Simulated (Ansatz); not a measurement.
Stepwise reaction of `CCB(N)N` with hydrogen sulfide, as a gas-phase model of exchange steps in deposition or etching. ΔE in kJ/mol.

Program: Ansatz. Geometries: PBE0-D4/def2-TZVP. ΔE: electronic, gas phase. CCSD(T)/CBS adds triple-zeta CCSD(T) − MP2 to the extrapolated MP2 energy (def2 sets, frozen cores). This one scheme is used for every species. DFT in def2-TZVPP. B3LYP here is the variant with VWN-RPA as its local correlation; programs differ in this. Each species was taken in one conformer, which may not be the lowest.

```csv
step,reaction,PBE-D4,B3LYP-D4,ωB97M-V,CCSD(T)/CBS
2,`CCB(N)S` + H₂S → `CCB(S)S` + NH₃,31.9,40.1,42.1,36.7
```

Give the row of step 1, `CCB(N)N` + H₂S → `CCB(N)S` + NH₃. (Best estimate.)

Computed: 
| step | reaction | PBE-D4 | B3LYP-D4 | ωB97M-V | CCSD(T)/CBS |
| --- | --- | --- | --- | --- | --- |
| 1 | `CCB(N)N` + H₂S → `CCB(N)S` + NH₃ | 10.8 | 19.3 | 18.4 | 14.6 |

By hand: ΔE of the 2 steps together at CCSD(T)/CBS.

(14.6) + (36.7) = 51.3 kJ/mol, or 25.7 kJ/mol a step.

In ΔE each step is higher than the one before. All are uphill at CCSD(T)/CBS. PBE-D4 differs from CCSD(T)/CBS by -4.8 to -3.8 kJ/mol a step. Isolated molecules leave out the surface, adducts and barriers. Largest T1 diagnostic: 0.012.
